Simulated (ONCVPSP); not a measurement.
# What the settings do to the ONCV potential of strontium

Base potential:

ONCVPSP 4.0.1 input, shortened (lines: element, Z, core and valence counts, functional; n l f; lmax; l rc ep ncon nbas qcut; lloc lpopt rc5 dvloc0; l nproj debl; icmod fcfact rcfact), LDA (Perdew-Wang 92), scalar-relativistic:

```
  Sr 38.00    6    4  -001012      upf
    1    0    2.00
    2    0    2.00
    2    1    6.00
    3    0    2.00
    3    1    6.00
    3    2   10.00
    4    0    2.00
    4    1    6.00
    4    2    0.50
    5    0    1.50
    2
    0    1.90    0.00    4    9    5.40
    1    2.10    0.00    3    8    7.20
    2    3.85    0.00    3    8    3.90
    4    5    1.30    6.00
    0    2    1.90
    1    1    2.10
    2    2    2.30
    1    0.15    0.00
```

Cutoffs, loose and tight: the cutoffs (Ha) at which the residual kinetic energy of the hardest occupied pseudo-wave falls to 1 and 0.1 mHa per electron. They do not see the model core or the augmentation charge, which bear on the density cutoff. Test errors are all-electron minus pseudo excitation energies from the reference, over the configurations 4s2 4p6 4d0 5s2; 4s2 4p6 4d0 5s1; 4s2 4p6 4d0 5s0; 4s2 4p6 4d0 5s1.5. A dash means not determined; rows that change the core or the reference have their own tests. The largest error is taken over the tests solved by every variant that gives reliable tests at all: 4s2 4p6 4d0 5s1; 4s2 4p6 4d0 5s1.5; 4s2 4p6 4d0 5s2.

```csv
change,outcome,"cutoff, loose","cutoff, tight",bound ghosts,GHOST(+) flags above zero,largest test error (meV)
base,generated,11 Ha,16 Ha,none,none,+12
"local potential polynomial inside 1.30 bohr (lpopt 5, dvloc0 -0.5 Ha)",generated,11 Ha,16 Ha,none,"s, d",+12
"reference 4s2 4p6 5s1.75 5p0.25; waves 4p+5p: rc 2.10 bohr, ncon 3, nbas 8, qcut 7.2 1/bohr, 2 projectors; d scattering state at 0.37 Ha: rc 3.85 bohr, ncon 3, nbas 8, qcut 3.9 1/bohr, 2 projectors, debl 2.3 Ha","generated, projector energies reset by the program",11 Ha,16 Ha,none,none,-2.1
d: debl 5.55,generated,11 Ha,16 Ha,none,d,+12
s: nproj 3,generated,11 Ha,16 Ha,none,s,+12
"core correction polynomial model core, fcfact 0.4",generated,11 Ha,16 Ha,none,none,+12
```

(1) What comes out with this change to the base: s: qcut 5?

(2) What comes out with this change to the base: s: qcut 4.3; p: qcut 5.7; d: qcut 3.1?

(3) What comes out with this change to the base: d: qcut 5.7?

Answers

(1) outcome: generated; cutoff, loose: 11 Ha; cutoff, tight: 19 Ha; bound ghosts: none; GHOST(+) flags above zero: none; largest test error (meV): +12.

(2) outcome: generated; cutoff, loose: 9.6 Ha; cutoff, tight: 59 Ha; bound ghosts: none; GHOST(+) flags above zero: d; largest test error (meV): +22.

(3) outcome: generated; cutoff, loose: 11 Ha; cutoff, tight: 16 Ha; bound ghosts: none; GHOST(+) flags above zero: none; largest test error (meV): +4.2.
